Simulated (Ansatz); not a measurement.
## Relative energies of C2H9NSi isomers

3 of its isomers, all singlets with charge 0: A = `CN(C)[SiH3]`; B = `CCN[SiH3]`; C = `CC[SiH2]N`.

Shapes, held fixed at every level: PBE0-D4/def2-TZVP. Flexible molecules stand in one conformer, not always the lowest. Programs: Ansatz 0.2.0.

Electronic energies in kJ/mol, without zero-point or thermal terms.

```json
{"level": "HF/def2-SVP", "kind": "Hartree–Fock", "B − A": "-32.9", "C − A": "-77.4"}
{"level": "HF/def2-TZVPP", "kind": "Hartree–Fock", "B − A": "-38.2", "C − A": "-94.6"}
{"level": "B3LYP-D4/def2-TZVPP", "kind": "global hybrid", "B − A": "-32.3", "C − A": "-94.0"}
{"level": "wB97M-V/def2-TZVPP", "kind": "range-separated hybrid", "B − A": "-35.1", "C − A": "-101.6"}
{"level": "wB97X-V/def2-TZVPP", "kind": "range-separated hybrid", "B − A": "-33.8", "C − A": "-95.9"}
{"level": "B2PLYP/def2-TZVPP", "kind": "double hybrid", "B − A": "-35.3", "C − A": "-98.6"}
{"level": "MP2/def2-SVP", "kind": "perturbation theory", "B − A": "-31.6", "C − A": "-81.1"}
{"level": "CCSD(T)/CBS estimate", "kind": "coupled cluster or CI", "B − A": "-36.5", "C − A": "-102.9"}
```

The highest level, CCSD(T)/CBS estimate, puts C lowest of these. All levels agree on that. The B − A difference spans -38.2 to -31.6 kJ/mol over the levels. The CBS estimate extrapolates MP2 from def2-TZVPP and def2-QZVPP and adds CCSD(T) − MP2 in the triple-zeta set, cores frozen.
